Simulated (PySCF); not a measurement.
**Electron correlation in N²⁺ (nitrogen, charge +2)**

[He] 2s2 2p1, 2P determinant. Calculation: PySCF 2.14, in jorge-DZP-DKH; the spin-free X2C one-electron Hamiltonian (Gaussian nucleus). Frozen: 1s2; 3 electrons correlated.

MP2 pair energies summed by pair of shells (mhartree):

```csv
pair,energy,share (%)
2s-2s,-30.38,64.8
2s-2p,-16.50,35.2
```

Total MP2 correlation energy: -46.87 mhartree.

Same-spin part -2.33 and opposite-spin part -44.54 mhartree; SCS-MP2 scales them by 1/3 and 6/5 to -54.23 mhartree.

```tsv
level	correlation energy (mhartree)
CCSD	-75.46
(T)	-0.53
CCSD(T)	-75.99
```

Diagnostics: T1 = 0.0065, D1 = 0.0120, largest double amplitude 0.139.

**Question.** Is a single reference adequate?

**Answer.** Mostly. T1 lies below 0.03, but a double amplitude of this size points to a near-degeneracy that CCSD handles and MP2 describes poorly.
